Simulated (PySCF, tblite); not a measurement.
Isomers of C6H9ClO. Computed with GFN2-xTB (tblite): harmonic, unscaled wavenumbers at the GFN2-xTB geometry, gas phase. This tight-binding method is rough: wavenumbers can miss measured ones by several per cent, in bad cases by 10 to 20. One conformer each.

Electronic energies: PBE0/pcSseg-1 single points on the GFN2-xTB geometries (PySCF, gas phase).

```json
{"SMILES": "CC[C@@H]1C[C@H]1C(=O)Cl", "electronic energy, lowest = 0 (kcal/mol)": "15.7"}
{"SMILES": "O=C(Cl)C1CCCC1", "electronic energy, lowest = 0 (kcal/mol)": "0.0"}
{"SMILES": "CC/C=C(\\C)C(=O)Cl", "electronic energy, lowest = 0 (kcal/mol)": "13.6"}
{"SMILES": "C[C@@H]1C[C@]1(C)C(=O)Cl", "electronic energy, lowest = 0 (kcal/mol)": "16.3"}
{"SMILES": "C/C=C(\\CC)C(=O)Cl", "electronic energy, lowest = 0 (kcal/mol)": "13.0"}
{"SMILES": "C=C1C[C@@H](Cl)[C@H]1OC", "electronic energy, lowest = 0 (kcal/mol)": "54.1"}
{"SMILES": "ClC[C@@H]1C=COCC1", "electronic energy, lowest = 0 (kcal/mol)": "22.9"}
```

Question: How do GFN2-xTB zero-point energies change the relative energies?

Answer: 
```tsv
SMILES	ZPE (kcal/mol)	of it from modes above 1550 cm⁻¹	electronic (kcal/mol)	with ZPE, lowest = 0 (kcal/mol)	lowest mode (cm⁻¹)	rings
O=C(Cl)C1CCCC1	87.4	41.3	0.0	0.0	35	1
C/C=C(\CC)C(=O)Cl	84.6	43.9	13.0	10.2	26	0
CC/C=C(\C)C(=O)Cl	84.5	43.9	13.6	10.7	14i	0
CC[C@@H]1C[C@H]1C(=O)Cl	85.7	41.8	15.7	14.0	37	1
C[C@@H]1C[C@]1(C)C(=O)Cl	85.3	41.8	16.3	14.3	49	1
ClC[C@@H]1C=COCC1	86.5	40.9	22.9	22.1	70	1
C=C1C[C@@H](Cl)[C@H]1OC	84.5	41.0	54.1	51.1	36	1
```

The zero-point energies span 2.9 kcal/mol, from `C=C1C[C@@H](Cl)[C@H]1OC` to `O=C(Cl)C1CCCC1`. Slightly imaginary modes are left out of the zero-point energy: `CC/C=C(\C)C(=O)Cl` 13.7i cm⁻¹. The order is unchanged.

Question: And how do the electronic energies of GFN2-xTB itself compare?

Answer: `O=C(Cl)C1CCCC1` 0.0; `C/C=C(\CC)C(=O)Cl` 21.4; `CC/C=C(\C)C(=O)Cl` 21.6; `CC[C@@H]1C[C@H]1C(=O)Cl` 18.2; `C[C@@H]1C[C@]1(C)C(=O)Cl` 17.3; `ClC[C@@H]1C=COCC1` 17.4; `C=C1C[C@@H](Cl)[C@H]1OC` 43.6 kcal/mol, lowest = 0. Against the energies above, taken from the same isomer `O=C(Cl)C1CCCC1`, the largest difference is 10.5 kcal/mol.

Question: What do entropy and thermal enthalpy add at 298.15 K and 1 bar (rigid rotor, harmonic oscillator, one conformer each)?

Answer: 
```csv
SMILES,point group,symmetry number,S (cal/(mol K)),H − H(0) (kcal/mol),ZPE + H − H(0) − TS (kcal/mol)
O=C(Cl)C1CCCC1,C1,1,91.1,5.58,65.8
C/C=C(\CC)C(=O)Cl,C1,1,99.9,6.76,61.6
CC[C@@H]1C[C@H]1C(=O)Cl,C1,1,94.8,6.20,63.6
C[C@@H]1C[C@]1(C)C(=O)Cl,C1,1,92.3,6.19,64.0
ClC[C@@H]1C=COCC1,C1,1,87.9,5.45,65.8
C=C1C[C@@H](Cl)[C@H]1OC,C1,1,93.0,6.08,62.8
```

Not tabulated: `CC/C=C(\C)C(=O)Cl` (lowest mode only 14i cm⁻¹).
